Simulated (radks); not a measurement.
The numbers below are computed, except where a source is named.
Coulomb parameter of the 4d shell of the ruthenium ion Ru2+ in the model configuration [Kr] 4d5 5s1, as a second difference U = [E(n + 0.5) + E(n - 0.5) - 2 E(n)] / (0.5)^2 with all orbitals relaxed. "Bare": the charge of the atom changes with n. "Screened": the 5s shell takes up the change at fixed total charge, which measures U(4d,4d) + U(5s,5s) - 2 U(4d,5s). Level of theory: Dirac Kohn-Sham, BLYP, spin-unpolarised, spherical densities, point nucleus; open shells are shared between the two j in proportion to 2j + 1 (a radial shooting solver on a logarithmic mesh with Libxc functionals).

case              configuration  E - E(n) (eV)
start              [Kr] 4d5 5s1          0.000
bare +0.5        [Kr] 4d5.5 5s1        -12.106
bare -0.5        [Kr] 4d4.5 5s1         15.331
screened +0.5  [Kr] 4d5.5 5s0.5         -3.075
screened -0.5  [Kr] 4d4.5 5s1.5          3.564

U(bare) = 12.900 eV, U(screened by 5s) = 1.953 eV.
